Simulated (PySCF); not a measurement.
# Distorted geometries of La(OH)3

La(OH)3 (singlet). PySCF 2.14.0, RKS PBE0, La lcecp-1-SVP with ECP46, O def2-SVP, H def2-SVP; non-relativistic Hamiltonian with scalar-relativistic core potentials where named; density fitting; no spin-orbit coupling. Relaxed geometry:

```xyz
7

La    0.0000    0.0000   -0.3761
O     2.1190    0.0000    0.0672
H     3.0188    0.0000    0.3951
O    -1.0595    1.8351    0.0672
H    -1.5094    2.6144    0.3951
O    -1.0595   -1.8351    0.0672
H    -1.5094   -2.6144    0.3951
```

Q: Order these distorted geometries by energy above the relaxed one, lowest first.
A.
```xyz
7

La    0.2936   -0.2511   -0.2922
O     2.1907    0.2773    0.1670
H     3.2103    0.0904    0.3644
O    -1.0981    1.6945    0.1720
H    -1.4995    2.6894    0.3611
O    -1.4770   -1.8202   -0.1296
H    -1.6200   -2.6803    0.3683
```
B.
```xyz
7

La    0.0419    0.0133   -0.3823
O     2.0988   -0.0467    0.1092
H     3.0233    0.0465    0.3915
O    -1.0717    1.8409    0.0768
H    -1.5159    2.6320    0.3558
O    -1.0885   -1.8431    0.0797
H    -1.4878   -2.6427    0.3803
```
C.
```xyz
7

La   -0.0580   -0.0195   -0.3627
O     2.1409   -0.0121    0.1130
H     3.0102   -0.0305    0.3725
O    -1.0917    1.8129    0.0573
H    -1.4457    2.6561    0.3832
O    -1.0957   -1.8179    0.0658
H    -1.4600   -2.5889    0.3819
```

A: B (0.08 eV), C (0.24 eV), A (2.09 eV).

Q: Which forces (eV/Å) act in the one that lies 0.24 eV up?

A: 
```
La   1.78  0.48  0.04
O   -4.29  0.04 -1.27
H    3.12 -0.06  0.98
O   -0.39  0.84  0.29
H    0.21 -0.60 -0.22
O    0.91  2.02 -0.92
H   -1.33 -2.71  1.10
```
Forces carry noise of the integration grid, about 0.01 to 0.03 eV/Å.
